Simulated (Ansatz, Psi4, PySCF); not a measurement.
vanadium atom (V), quartet (typed; the unrestricted solution is spin-contaminated). Base run: REVPBE/def2-SVP (PySCF).

Geometry (Å):
```xyz
1

V      0.0000     0.0000     0.0000
```
Charge 0, spin multiplicity 4.
Orbitals are unrestricted.
All else is at PySCF's defaults.

The same geometry, method and basis name were run in Ansatz (a program for electronic structure) and Psi4 and PySCF, at each program's defaults and at the settings that a row names. The base is PySCF at its defaults. Differences at the defaults can come from grids, fitting, cores and function types together.

| code and settings | ΔE vs base (µEh) | basis functions | E (Eh) | SCF cycles | outcome |
|---|---|---|---|---|---|
| PySCF, defaults (exact integrals, its default grid, spherical functions) | 0.0 | 31 | -943.65079 | 33 | converged |
| Psi4, defaults (density fitting with its default set, its default grid, spherical functions) | -14.9 | 31 | -943.65081 | 20 | converged |
| Ansatz, defaults (factorised integrals, its default grid, spherical functions) | -5.1 | 31 | -943.65080 | - | converged |
| PySCF, density fitting with def2-universal-jkfit | - | 31 | - | 50 | not converged |
| PySCF, fine grid | -4.0 | 31 | -943.65080 | 33 | converged |
| Psi4, exact integrals, spherical functions, fine grid | -4.0 | 31 | -943.65080 | 21 | converged |
| Ansatz, high accuracy | -3.7 | 31 | -943.65080 | - | converged |

Open shells are given as the SCF converged; they aren't shown to be the lowest states, and a large step between rows can be another state.
